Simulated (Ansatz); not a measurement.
Stepwise reaction of `[OH][GeH]([GeH3])[GeH3]` with hydrogen fluoride, as a gas-phase model of exchange steps in deposition or etching. ΔE in kJ/mol.

Computed with Ansatz on PBE0-D4/def2-TZVP structures; ΔE is electronic, products minus reactants. CBS: MP2 limit from def2 TZ/QZ plus the TZ coupled-cluster correction, frozen cores. This one scheme is used for every species. Functionals use def2-TZVPP. B3LYP here is the variant with VWN-RPA as its local correlation; programs differ in this. For Ge outer-core shells are correlated without core-valence functions, which leaves a few kJ/mol of doubt a bond. Scalar relativity is left out up to krypton. Each species was taken in one conformer, which may not be the lowest.

```json
{"step": "2", "reaction": "`[OH][GeH]([F])[GeH3]` + H–F → `[OH][GeH]([F])[F]` + GeH₄", "PBE-D4": "-38.4", "B3LYP-D4": "-48.6", "ωB97M-V": "-53.7", "CCSD(T)/CBS": "-45.0"}
```

Give the row of step 1, `[OH][GeH]([GeH3])[GeH3]` + H–F → `[OH][GeH]([F])[GeH3]` + GeH₄. (Best estimate.)

The calculation gave: 
| step | reaction | PBE-D4 | B3LYP-D4 | ωB97M-V | CCSD(T)/CBS |
| --- | --- | --- | --- | --- | --- |
| 1 | `[OH][GeH]([GeH3])[GeH3]` + H–F → `[OH][GeH]([F])[GeH3]` + GeH₄ | -36.6 | -47.6 | -50.7 | -38.7 |

By hand: ΔE of the 2 steps together at CCSD(T)/CBS.

(-38.7) + (-45.0) = -83.7 kJ/mol, or -41.9 kJ/mol a step.

In ΔE each step is lower than the one before. All are downhill at CCSD(T)/CBS. PBE-D4 differs from CCSD(T)/CBS by 2.1 to 6.6 kJ/mol a step. Isolated molecules leave out the surface, adducts and barriers. Largest T1 diagnostic: 0.012.
